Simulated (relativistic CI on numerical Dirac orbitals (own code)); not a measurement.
**Pm3+ (4f4) in a crystal field**

Calculated by Dirac-Coulomb-Breit CI, orbitals from a KLI potential per configuration, a model potential for QED, one configuration in a parametric crystal field, unscaled Slater integrals (own radial code). With so little scaling, terms lie 10 to 35 % too far apart, which can change the order of excited levels.

Field parameters in Wybourne normalisation; cubic f-shell fields have B⁴₄ = √(5/14) B⁴₀ and B⁶₄ = −√(7/2) B⁶₀. The field is a parameter set, without covalency.

S and J are read from ⟨S²⟩ = S(S + 1) and ⟨J²⟩ = J(J + 1) of each level; they are not fictitious spins.

Oh, B40 = -1500, B60 = -370 cm⁻¹, the lowest 16 levels:

```csv
E (cm⁻¹),Degeneracy,Irrep,S,J
0.0,2,E,1.98,4.02
49.4,3,T1,1.98,4.02
153,1,A1,1.98,4.01
307,3,T2,1.98,4.00
1491,3,T1,1.99,5.01
1581,3,T2,1.99,5.01
1631,2,E,1.99,4.99
1670,3,T1,1.99,4.99
3096,2,E,1.99,6.01
3106,3,T2,1.99,6.01
3195,1,A2,1.99,6.00
3225,3,T2,1.99,5.99
3243,3,T1,1.99,6.00
3263,1,A1,1.99,6.00
4788,3,T1,1.99,7.01
4803,3,T2,1.99,7.00
```

D4h, B20 = -120, B40 = 1680, B44 = 1020, B60 = 320, B64 = 690 cm⁻¹, the lowest 16 levels:

```csv
E (cm⁻¹),Degeneracy,Irrep,S,J
0.0,2,E,1.98,4.01
34.0,1,A1,1.98,4.01
134,1,B2,1.98,4.01
149,1,B1,1.98,4.01
189,1,A2,1.98,4.04
220,2,E,1.98,4.02
427,1,A1,1.98,4.00
1517,1,B1,1.99,5.01
1526,2,E,1.99,5.00
1558,1,A2,1.99,5.00
1561,1,A1,1.99,5.00
1642,2,E,1.99,5.01
1642,1,B2,1.99,5.01
1673,2,E,1.99,5.00
1721,1,A2,1.99,4.97
3126,2,E,1.99,6.01
```

Oh, B40 = -490, B60 = 390 cm⁻¹, the lowest 10 levels:

```csv
E (cm⁻¹),Degeneracy,Irrep,S,J
0.0,1,A1,1.98,4.00
150,3,T1,1.98,4.02
185,3,T2,1.98,4.01
299,2,E,1.98,4.01
1579,3,T2,1.99,5.00
1641,3,T1,1.99,5.00
1642,2,E,1.99,5.01
1662,3,T1,1.99,4.99
3157,1,A2,1.99,6.00
3189,3,T2,1.99,6.00
```

Oh, B40 = 2550, B60 = 400 cm⁻¹, the lowest 16 levels:

```csv
E (cm⁻¹),Degeneracy,Irrep,S,J
0.0,3,T2,1.98,4.00
297,1,A1,1.98,4.02
309,3,T1,1.98,4.04
338,2,E,1.98,4.04
1623,3,T1,1.99,4.97
1659,3,T2,1.99,5.02
1663,2,E,1.99,4.97
1765,3,T1,1.99,5.03
3186,1,A1,1.99,5.99
3218,3,T1,1.99,5.98
3245,3,T2,1.99,5.99
3263,1,A2,1.99,6.01
3337,2,E,1.99,6.03
3337,3,T2,1.99,6.02
4860,3,T1,1.99,6.99
4919,2,E,1.99,6.98
```

D4h, B20 = 320, B40 = -480, B44 = -1220, B60 = -210, B64 = 920 cm⁻¹, the lowest 16 levels:

```
E (cm⁻¹)  Degeneracy  Irrep     S     J
     0.0           1     B1  1.98  4.02
    85.3           2      E  1.98  4.03
     102           1     A1  1.98  4.02
     201           1     A2  1.98  4.03
     297           1     A1  1.98  4.01
     342           2      E  1.98  4.01
     394           1     B2  1.98  4.01
    1562           1     A2  1.99  5.01
    1574           2      E  1.99  5.01
    1637           1     B2  1.99  5.01
    1684           1     B1  1.99  5.00
    1687           1     A1  1.99  5.00
    1690           2      E  1.99  5.00
    1743           1     A2  1.99  5.00
    1745           2      E  1.99  4.99
    3163           1     A1  1.99  6.01
```

The next free-ion level lies 1436 cm⁻¹ above the lowest; the field splits the ground level into components whose J stays near 4 as long as their spread is small against that gap.

Levels of this model without a field, named by their leading LS term: 5I_4 0, 5I_5 1436, 5I_6 3029, 5I_7 4733, 5I_8 6516, 5F_1 15852, 5F_2 16336, 5F_3 17172 cm⁻¹.
